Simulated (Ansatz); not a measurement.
Consider the ligand exchange at the Si–O bond: `BO[Si]1(O)BN1` + HCl → `O[Si]1(Cl)BN1` + `BO`.

Isolated molecules relaxed with PBE0-D4/def2-TZVP in Ansatz; ΔE leaves out vibrations. CBS: MP2 limit from def2 TZ/QZ plus the TZ coupled-cluster correction, frozen cores. This one scheme is used for every species. Functionals use def2-TZVPP. HSE06 is defined as in plane-wave codes. One conformer a species, not always the lowest.

Question: Is it downhill or uphill in electronic energy at CCSD(T)/CBS, and by how much? (An estimate is asked.)

Answer: Computed: Downhill: ΔE = -2.0 kcal/mol.

Question: What do these levels give: BLYP-D4, B97M-V, r2SCANh-D4, HSE06-D4, BHLYP-D4, ωB97X-V, revPBE, PBE0, r2SCAN0, CCSD/def2-TZVPP, CCSD(T)/def2-TZVPP, CCSD/CBS(def2)? (Best estimate.)

Answer: The calculation gave: BLYP-D4 -2.5, B97M-V -2.2, r2SCANh-D4 -2.9, HSE06-D4 -4.0, BHLYP-D4 -1.3, ωB97X-V -2.6, revPBE -5.8, PBE0 -4.3, r2SCAN0 -2.9, CCSD/def2-TZVPP -1.1, CCSD(T)/def2-TZVPP -1.5, CCSD/CBS(def2) -1.6 kcal/mol.

Largest T1 diagnostic among the species: 0.014.

From BLYP to BHLYP (50 % exact exchange), in def2-TZVPP and without D4, ΔE moves by +1.7 kcal/mol. At CCSD(T), def2-SVP lies −1.7 kcal/mol from the extrapolated value and def2-TZVPP +0.5 kcal/mol. Leaving LDA and LC-ωPBE aside and taking each functional with its dispersion term where it has one, the values, not all of them listed here, spread over 3.4 kcal/mol, from revPBE-D4 to CAM-B3LYP-D4. LDA lies +2.2 kcal/mol from PBE without D4.
